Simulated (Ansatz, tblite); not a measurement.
Removing and adding an electron: AgGe2. Charge 0, multiplicity 2. Geometry: PBE-D4/def2-TZVP. Ansatz, gas phase; energy differences of separate SCF runs; the oxidised species is a triplet (the singlet lies 0.79 eV higher at PBE0-D4/def2-TZVP); the reduced species is a singlet (the triplet lies 1.11 eV higher at PBE0-D4/def2-TZVPD).

```
atom   x (Å)   y (Å)   z (Å)
 Ag1  -1.138   0.605  -0.811
 Ge2   0.094   0.104   1.376
 Ge3   1.045  -0.709  -0.565
```

In the def2 sets Ag takes a core potential; there is no spin–orbit coupling. The xTB rows come from tblite. The structure comes from a short search, and lower isomers may exist.

```tsv
level	−HOMO (eV)	vertical IE (eV)	−LUMO (eV)	vertical EA (eV)	HOMO–LUMO gap (eV)	IE − EA (eV)	remarks
GFN1-xTB	–	11.92	–	7.96	–	3.96	–
GFN2-xTB	–	11.93	–	5.33	–	6.60	–
PBE-D4/def2-TZVP	4.51	7.10	4.32	–	0.19	–	–
PBE-D4/def2-TZVPD	4.55	–	4.36	1.97	0.18	–	HOMO above zero (-1 singlet)
r2SCAN-D4/def2-TZVP	4.69	7.11	4.06	–	0.63	–	–
r2SCAN-D4/def2-TZVPD	4.71	–	4.08	1.95	0.63	–	HOMO above zero (-1 singlet)
PBE0-D4/def2-TZVP	5.24	7.03	3.45	–	1.80	–	–
PBE0-D4/def2-TZVPD	5.27	–	3.48	1.94	1.79	–	–
```

   A HOMO above zero means that the electron is unbound at that level or that self-interaction error raises the level; the energy of removing that electron tells which. HOMO and LUMO are the levels of the spin that leaves or enters (xTB has no such levels and no spin-polarisation term). Other spin states of the ions may lie lower, which would lower the ionisation energy or raise the affinity. Raw xTB energy differences between charge states are shifted by several eV; the methods need an empirical correction for them.
